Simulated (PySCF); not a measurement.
UHF on Ir (iridium, neutral)

Configuration: [Xe] 4f14 5d6 6s2 7s1, high-spin 6D determinant (an excited configuration). All numbers are calculated (PySCF 2.14, scalar relativity through the core potential, in aug-cc-pwCVTZ-PP with ECP60MDF (8s8p7d4f3g, 122 functions)).

```json
{
  "Total energy": "-103.372533 hartree",
  "One-electron energy": "-175.6669 hartree",
  "Hartree (Coulomb) energy": "81.7259 hartree",
  "Exchange energy": "-9.4316 hartree",
  "⟨S²⟩": "8.7623",
  "⟨L²⟩": "6.036",
  "Sum of ⟨r⟩": "32.23 bohr",
  "Sum of ⟨r²⟩": "117.6 bohr²",
  "Traceless quadrupole moment −½Σ⟨3z² − r²⟩ along its main axis": "-0.317 e·bohr²",
  "Time after the integrals": "about 5 core-seconds"
}
```

```json
{"shell": "5s α", "electrons": "1", "mean orbital energy (eV)": "-125.67", "spread (eV)": "0", "rms radius, mean of both spins (bohr)": "1.06"}
{"shell": "5s β", "electrons": "1", "mean orbital energy (eV)": "-119.66", "spread (eV)": "0", "rms radius, mean of both spins (bohr)": "1.06"}
{"shell": "5p α", "electrons": "3", "mean orbital energy (eV)": "-78.589", "spread (eV)": "1.487", "rms radius, mean of both spins (bohr)": "1.22"}
{"shell": "5p β", "electrons": "3", "mean orbital energy (eV)": "-70.231", "spread (eV)": "1.173", "rms radius, mean of both spins (bohr)": "1.22"}
{"shell": "5d α", "electrons": "5", "mean orbital energy (eV)": "-21.599", "spread (eV)": "1.761", "rms radius, mean of both spins (bohr)": "1.72"}
{"shell": "5d β", "electrons": "1", "mean orbital energy (eV)": "-17.529", "spread (eV)": "0", "rms radius, mean of both spins (bohr)": "1.72"}
{"shell": "6s α", "electrons": "1", "mean orbital energy (eV)": "-14.098", "spread (eV)": "0", "rms radius, mean of both spins (bohr)": "2.94"}
{"shell": "6s β", "electrons": "1", "mean orbital energy (eV)": "-11.781", "spread (eV)": "0", "rms radius, mean of both spins (bohr)": "2.94"}
{"shell": "7s α", "electrons": "1", "mean orbital energy (eV)": "-2.491", "spread (eV)": "0", "rms radius, mean of both spins (bohr)": "8.45"}
```

Energies and moments cover only the electrons outside the core potential. Spin-orbit coupling, absent here, splits the open shell strongly. The outer electron is Rydberg-like, and this basis confines it to a smaller radius and binds it less than a complete one would.
